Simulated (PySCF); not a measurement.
HO₃S, SMILES [S+](O)([O-])[O-], charge -1.

Coordinates come from a PBE0-D3(BJ)/def2-SVPD optimisation. The values are those of a single conformer.

Two levels are set side by side: PBE/def2-TZVPD (PySCF) and M06-2X/def2-TZVPD (PySCF). Same geometry, gas phase. Differences are taken from unrounded values.

```tsv
quantity	M06-2X
orbital gap (eV)	6.87
highest occupied level (eV)	-2.98
lowest empty level (eV)	3.88
mean polarisability (bohr³)	44.8
```

Problem. What does PBE give, and how far is it from M06-2X? (The exact figures need the calculation; the answer reports its results.)

Solution. 
```json
[
 {"quantity": "orbital gap (eV)", "PBE": "3.91", "PBE minus M06-2X": "-2.96"},
 {"quantity": "highest occupied level (eV)", "PBE": "-0.32", "PBE minus M06-2X": "2.66"},
 {"quantity": "lowest empty level (eV)", "PBE": "3.58", "PBE minus M06-2X": "-0.30"},
 {"quantity": "mean polarisability (bohr³)", "PBE": "53.1", "PBE minus M06-2X": "8.3"}
]
```

Without exact exchange PBE keeps part of each electron's self-repulsion, which lifts occupied levels and narrows the gap. PBE's more diffuse valence density responds more strongly to a field. Differences between two approximate levels are no errors against the true value.

Rough cost on one machine, each run with all the roots and properties that it gave: M06-2X against PBE about 5 times.
